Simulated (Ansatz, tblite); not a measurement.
Removing and adding an electron: the cluster Rb₂H₂. The state is a singlet with charge 0. Geometry: r2SCAN-D4/def2-TZVP. Ansatz, gas phase; energy differences of separate SCF runs; the oxidised species was run as a doublet alone; the reduced species was run as a doublet alone.

```xyz
4

Rb    1.7770   -0.4284   -0.7304
Rb   -1.7770    0.4284    0.7304
H    -0.5890    0.3660   -1.6478
H     0.5890   -0.3660    1.6478
```

In the def2 sets Rb takes a core potential; there is no spin–orbit coupling. The xTB rows come from tblite. Correlated methods freeze no core orbitals; core or outer-core shells of Rb are correlated, in sets that lack core-valence functions. In CCSD on the charge -1 doublet the largest single amplitude is 0.53, so its Hartree–Fock determinant may place the open shell otherwise than the density functionals do. HOMO above LUMO, or a gap near zero within one spin, warns that the state may not be the lowest or that an electron is smeared out. The structure comes from a short search, and lower isomers may exist.

(1) Estimate orbital energies and vertical ionisation energies and electron affinities at: GFN1-xTB; GFN2-xTB; PBE-D4/def2-TZVP; PBE-D4/def2-TZVPD; r2SCAN-D4/def2-TZVP; r2SCAN-D4/def2-TZVPD; PBE0-D4/def2-TZVP; PBE0-D4/def2-TZVPD; CCSD/def2-TZVPD; CCSD/def2-TZVPP; CCSD(T)/def2-TZVPD; CCSD(T)/def2-TZVPP.

Results:

(1) 
```csv
level,−HOMO (eV),vertical IE (eV),−LUMO (eV),vertical EA (eV),HOMO–LUMO gap (eV),IE − EA (eV),remarks
GFN1-xTB,11.77,13.51,8.36,7.44,3.42,6.08,–
GFN2-xTB,7.98,11.07,5.05,2.80,2.93,8.27,–
PBE-D4/def2-TZVP,3.16,5.80,1.08,–,2.08,–,–
PBE-D4/def2-TZVPD,3.14,–,1.06,0.51,2.08,–,"HOMO above zero (-1 doublet), gap within one spin near zero (-1 doublet)"
r2SCAN-D4/def2-TZVP,3.23,5.71,0.41,–,2.82,–,–
r2SCAN-D4/def2-TZVPD,3.21,–,0.40,0.16,2.81,–,"HOMO above zero (-1 doublet), gap within one spin near zero (-1 doublet)"
PBE0-D4/def2-TZVP,4.10,5.93,0.59,–,3.51,–,–
PBE0-D4/def2-TZVPD,4.08,–,0.57,0.37,3.51,–,HOMO above zero (-1 doublet)
CCSD/def2-TZVPD,–,–,–,-0.16,–,–,"HOMO above zero (-1 doublet), large T1 (0.093) (-1 doublet)"
CCSD/def2-TZVPP,–,6.08,–,–,–,–,large T1 (0.072) (+1 doublet)
CCSD(T)/def2-TZVPD,–,–,–,-0.14,–,–,"HOMO above zero (-1 doublet), large T1 (0.093) (-1 doublet)"
CCSD(T)/def2-TZVPP,–,6.05,–,–,–,–,large T1 (0.072) (+1 doublet)
```

Run but left out: HF/def2-TZVPP, MP2/def2-TZVPP (charge +1 doublet: a determinant that CCSD turns far, T1 0.072); HF/def2-TZVPD, MP2/def2-TZVPD (charge -1 doublet: a determinant that CCSD turns far, T1 0.093).   A HOMO above zero means that the electron is unbound at that level or that self-interaction error raises the level; the energy of removing that electron tells which. Raw xTB energy differences between charge states are shifted by several eV; the methods need an empirical correction for them. A negative affinity means that the extra electron isn't bound; its size then hangs on the basis.
